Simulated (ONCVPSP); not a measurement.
## Logarithmic derivatives: indium (In), ONCV

ONCVPSP 4.0.1 input, shortened (lines: element, Z, core and valence counts, functional; n l f; lmax; l rc ep ncon nbas qcut; lloc lpopt rc5 dvloc0; l nproj debl; icmod fcfact rcfact), PBE, scalar-relativistic:

```
  In 49.00    9    2        4      upf
    1    0    2.00
    2    0    2.00
    2    1    6.00
    3    0    2.00
    3    1    6.00
    3    2   10.00
    4    0    2.00
    4    1    6.00
    4    2   10.00
    5    0    2.00
    5    1    1.00
    1
    0    2.35    0.00    4    8    3.10
    1    2.70    0.00    3    6    3.20
    4    5    1.90    2.00
    0    1    3.30
    1    2    1.80
    3    2.25    1.50
```

The phase is arctan(r·R′/R) of the radial function R(r), unwrapped; energies in Ha, scanned from -2 to 5 Ha. A pole is an energy at which the radial function vanishes at the test radius. The pseudo phase is shifted by a multiple of π to meet the all-electron one at the reference energy, and phase errors are pseudo minus all-electron; the curves can meet again beyond the range given. Levels narrower than the energy grid can be missing from the lists of poles.

| channel | radius (bohr) | reference energy (Ha) | poles, all-electron | poles, pseudo | unbroken range about the reference energy with phases within 0.05 rad | phase error 1 Ha above the reference energy (rad) |
| --- | --- | --- | --- | --- | --- | --- |
| s | 2.39 | -0.30 | 0.87 | 0.65, 1.66 | below 0.6 | -0.058 |
| p | 2.75 | -0.09 | 0.91, 4.79 | 0.90, 3.88 | below 2.3 | -0.001 |

Note: no bound ghost flagged; GHOST(+) flagged for s at 31.7 eV.

Phases in the p channel:

| E (Ha) | all-electron | pseudo |
| --- | --- | --- |
| -1.98 | 1.325 | 1.323 |
| -1.80 | 1.306 | 1.305 |
| -1.62 | 1.284 | 1.282 |
| -1.44 | 1.256 | 1.254 |
| -1.26 | 1.218 | 1.217 |
| -1.08 | 1.167 | 1.166 |
| -0.90 | 1.092 | 1.090 |
| -0.72 | 0.970 | 0.969 |
| -0.54 | 0.749 | 0.748 |
| -0.36 | 0.299 | 0.298 |
| -0.18 | -0.421 | -0.421 |
| 0.00 | -0.954 | -0.954 |
| 0.18 | -1.220 | -1.220 |
| 0.36 | -1.364 | -1.364 |
| 0.54 | -1.454 | -1.454 |
| 0.72 | -1.518 | -1.519 |
| 0.90 | -1.569 | -1.570 |
| 1.08 | -1.614 | -1.615 |
| 1.26 | -1.658 | -1.659 |
| 1.44 | -1.706 | -1.706 |
| 1.62 | -1.762 | -1.762 |
| 1.80 | -1.839 | -1.840 |
| 1.98 | -1.961 | -1.962 |
| 2.16 | -2.194 | -2.204 |
| 2.34 | -2.736 | -2.793 |
| 2.52 | -3.616 | -3.712 |
| 2.70 | -4.117 | -4.184 |
| 2.88 | -4.331 | -4.383 |
| 3.06 | -4.443 | -4.489 |
| 3.24 | -4.511 | -4.557 |
| 3.42 | -4.557 | -4.607 |
| 3.60 | -4.591 | -4.649 |
| 3.78 | -4.618 | -4.689 |
| 3.96 | -4.640 | -4.734 |
| 4.14 | -4.659 | -4.798 |
| 4.32 | -4.676 | -4.931 |
| 4.50 | -4.690 | -5.588 |
| 4.68 | -4.705 | -7.346 |
| 4.86 | -4.718 | -7.615 |
